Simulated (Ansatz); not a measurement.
A nudged elastic band was laid between two geometries of C3H11PSi (16 atoms, charge 0, multiplicity 1).

Level of theory: RKS PBE-D4/def2-SVP in Ansatz.

* movable images: 9
* climbing image: yes
* spring: 5.0 eV/Å²
* optimiser: quadratic models (default)
* start path: through a guess of the saddle point
* force threshold: 0.05 eV/Å
* iteration limit: 27
* end points: relaxed

First end point:

```xyz
16
Properties=species:S:1:pos:R:3
C -0.660 1.068 1.132
C 0.554 0.248 0.667
C 0.570 -1.160 1.280
Si 0.659 0.179 -1.240
P -1.181 -0.921 -2.042
H -0.660 2.095 0.712
H -0.678 1.159 2.239
H -1.614 0.584 0.832
H 1.481 0.783 0.979
H -0.312 -1.752 0.955
H 0.543 -1.111 2.390
H 1.476 -1.731 0.992
H 0.788 1.572 -1.805
H 1.865 -0.620 -1.665
H -2.025 0.246 -1.966
H -0.831 -0.661 -3.416
```

Last end point:

```xyz
16
Properties=species:S:1:pos:R:3
C -0.653 1.094 1.110
C 0.566 0.285 0.642
C 0.629 -1.100 1.303
Si 0.623 0.146 -1.263
P -1.217 -1.015 -1.972
H -0.646 1.226 2.213
H -1.604 0.578 0.854
H -0.689 2.105 0.653
H 1.489 0.850 0.911
H -0.249 -1.721 1.024
H 0.630 -1.013 2.411
H 1.539 -1.662 1.010
H 0.718 1.517 -1.886
H 1.829 -0.653 -1.688
H -2.077 0.141 -1.916
H -0.911 -0.799 -3.363
```

Q: What changes between the two ends?

A: No bond is made or broken. The dihedral H8–C1–C2–Si4 goes from 65 to -56°. The two ends are copies of one structure, up to a mirror image or an exchange of like atoms.

Q: What energy profile does the band end with?

A: It converged. The highest image is number 5 of 0 to 10, 3.2 kcal/mol above the ends, which have the same energy within 2 meV. A vibrational analysis at the climbing image gives one clearly imaginary mode, 233i cm⁻¹: a first-order saddle point.

```json
{"image": "0", "path coordinate (Å)": "0.00", "energy (kcal/mol)": "0.0", "dihedral H8–C1–C2–Si4 (°)": "65"}
{"image": "1", "path coordinate (Å)": "0.39", "energy (kcal/mol)": "0.2", "dihedral H8–C1–C2–Si4 (°)": "55"}
{"image": "2", "path coordinate (Å)": "0.77", "energy (kcal/mol)": "1.0", "dihedral H8–C1–C2–Si4 (°)": "43"}
{"image": "3", "path coordinate (Å)": "1.16", "energy (kcal/mol)": "2.0", "dihedral H8–C1–C2–Si4 (°)": "30"}
{"image": "4", "path coordinate (Å)": "1.55", "energy (kcal/mol)": "2.9", "dihedral H8–C1–C2–Si4 (°)": "17"}
{"image": "5", "path coordinate (Å)": "1.94", "energy (kcal/mol)": "3.2", "dihedral H8–C1–C2–Si4 (°)": "4"}
{"image": "6", "path coordinate (Å)": "2.30", "energy (kcal/mol)": "2.9", "dihedral H8–C1–C2–Si4 (°)": "-8"}
{"image": "7", "path coordinate (Å)": "2.66", "energy (kcal/mol)": "2.1", "dihedral H8–C1–C2–Si4 (°)": "-20"}
{"image": "8", "path coordinate (Å)": "3.03", "energy (kcal/mol)": "1.1", "dihedral H8–C1–C2–Si4 (°)": "-32"}
{"image": "9", "path coordinate (Å)": "3.39", "energy (kcal/mol)": "0.3", "dihedral H8–C1–C2–Si4 (°)": "-44"}
{"image": "10", "path coordinate (Å)": "3.76", "energy (kcal/mol)": "0.0", "dihedral H8–C1–C2–Si4 (°)": "-56"}
```

Q: What is the geometry of the highest image?

A: 
```xyz
16
Properties=species:S:1:pos:R:3:forces:R:3
C -0.651 1.124 1.101 0.01 -0.01 0.00
C 0.563 0.274 0.638 0.00 0.01 0.00
C 0.604 -1.118 1.291 0.00 0.00 0.00
Si 0.643 0.144 -1.264 0.01 0.01 0.00
P -1.147 -1.075 -2.004 0.00 0.00 0.01
H -0.332 2.044 1.629 0.00 0.00 0.00
H -1.292 0.550 1.801 0.00 0.00 0.00
H -1.312 1.450 0.269 0.00 0.00 0.00
H 1.499 0.810 0.914 0.00 -0.01 0.00
H -0.281 -1.725 1.007 0.00 0.00 0.00
H 0.611 -1.040 2.399 0.00 0.00 0.00
H 1.506 -1.690 0.992 0.00 0.00 0.00
H 0.687 1.525 -1.872 0.00 0.00 0.00
H 1.883 -0.602 -1.690 0.00 0.00 0.00
H -2.075 0.009 -1.789 0.00 0.00 0.00
H -0.928 -0.702 -3.379 0.00 0.00 0.00
```

Q: What are the harmonic wavenumbers there?

A: 233i, 64, 110, 125, 219, 247, 310, 391, 429, 460, 590, 626, 650, 731, 797, 875, 904, 922, 953, 992, 1044, 1085, 1121, 1182, 1259, 1339, 1356, 1418, 1420, 1421, 1423, 2135, 2149, 2310, 2328, 2956, 2960, 2965, 3037, 3039, 3051, 3065 cm⁻¹.

Time of the run: 3.8 min on 2 threads of Intel(R) Xeon(R) Platinum 8259CL CPU @ 2.50GHz (Skylake/Cascade Lake), on a shared host, peak memory 0.21 GiB.
